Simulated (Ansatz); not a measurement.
Results of the Gaussian-basis code of Ansatz.

A structure relaxed at PBE0-D4/def2-TZVP, charge 0, multiplicity 1:

Cartesian coordinates in Å:
```
Cl -0.8608 1.4273 1.7142
C -0.1025 0.8914 0.2216
C 0.9054 -0.2372 0.3174
Ge -0.6724 -0.7168 -0.7208
H 0.1954 1.7448 -0.3768
H 1.8657 -0.0806 -0.1627
H 0.9801 -0.7166 1.2874
H -0.6043 -0.7153 -2.2422
H -1.7066 -1.5970 -0.0381
```

(1) Give its formula and SMILES.

(2) Summarise the bond lengths by kind.

Answers

(1) C2H5ClGe, `Cl[CH]1[CH2][GeH2]1`.

(2) 1 × C–Cl 1.758 Å; 1 × C–C 1.516 Å; 2 × C–Ge 1.949 Å; 3 × C–H 1.084 to 1.085 Å; 2 × Ge–H 1.520 to 1.523 Å.
